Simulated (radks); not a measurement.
Q: These are the eigenvalues of the occupied orbitals of an atom or ion with whole-number occupations (hartree). Calculated with a radial shooting solver on a logarithmic mesh with Libxc functionals: Dirac Kohn-Sham, PBE, spin-unpolarised, spherical densities, point nucleus.

| orbital | eigenvalue |
|---|---|
| 1s1/2 | -2038.312 |
| 2s1/2 | -341.6916 |
| 2p1/2 | -325.2214 |
| 2p3/2 | -293.7359 |
| 3s1/2 | -77.29087 |
| 3p1/2 | -70.09351 |
| 3p3/2 | -63.52010 |
| 3d3/2 | -51.19113 |
| 3d5/2 | -49.75622 |
| 4s1/2 | -16.19594 |
| 4p1/2 | -13.33313 |
| 4p3/2 | -11.83898 |
| 4d3/2 | -7.12074 |
| 4d5/2 | -6.84618 |
| 5s1/2 | -2.52281 |
| 5p1/2 | -1.68334 |
| 5p3/2 | -1.45350 |
| 4f5/2 | -1.14636 |
| 4f7/2 | -1.10317 |
| 5d3/2 | -0.34688 |
| 6s1/2 | -0.27469 |
| 6p1/2 | -0.12391 |

Which element is it, and in what charge state? The configuration may be excited. Open shells, if any, fill j = l - 1/2 first.

A: Z = 67, holmium, charge 0: Ho in [Xe] 4f8 5d1 6s2 6p2. The list shows which subshells hold electrons but not how many an open one holds; the 1s level, -2038.3 hartree, gives Z - s = 63.8 by -(Z - s)^2/2, which with screening and relativity narrows Z to a few neighbours, and the depths of the outer levels then fix element, charge and occupations together.
